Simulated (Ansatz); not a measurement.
Born–Oppenheimer molecular dynamics of GaH₅N₂O (9 atoms, charge 0, multiplicity 1). It starts from a relaxed structure.

Method: RKS PBE0/def2-SVP (Ansatz).

- ensemble: NVT, Langevin thermostat
- time step: 0.5 fs
- steps asked: 250
- set temperature: 700 K
- friction: 0.02 /fs
- seed: 623243

First frame:

```xyz
9
Properties=species:S:1:pos:R:3
Ga -0.029 -0.025 -0.093
O 0.036 -0.001 1.694
H -0.820 -0.063 2.126
N 1.559 0.217 -0.928
H 1.709 -0.033 -1.897
H 2.418 0.159 -0.396
N -1.598 -0.273 -0.974
H -2.492 -0.202 -0.505
H -1.692 -0.060 -1.960
```

Task: How far do the bonds stretch over the last three quarters of this one trajectory? (Pairs bonded in most of those frames.)

Result: 
```csv
bond,mean (Å),spread (Å),shortest,longest
Ga1–O2,1.807,0.054,1.70,1.90
Ga1–N4,1.823,0.070,1.73,1.95
Ga1–N7,1.852,0.054,1.76,1.94
O2–H3,0.968,0.025,0.92,1.02
N4–H5,1.017,0.033,0.95,1.08
N4–H6,1.020,0.040,0.94,1.09
N7–H8,1.025,0.040,0.95,1.10
N7–H9,1.026,0.037,0.95,1.09
```

Mean temperature of the second half: 783 K. The mean temperature of the second half is 12 % above the set value. A run of 0.12 ps of so small a system gives no equilibrium averages.

Run time: 11 min on 2 threads of Arm Neoverse V1, with other jobs on the host, peak memory 0.21 GiB.
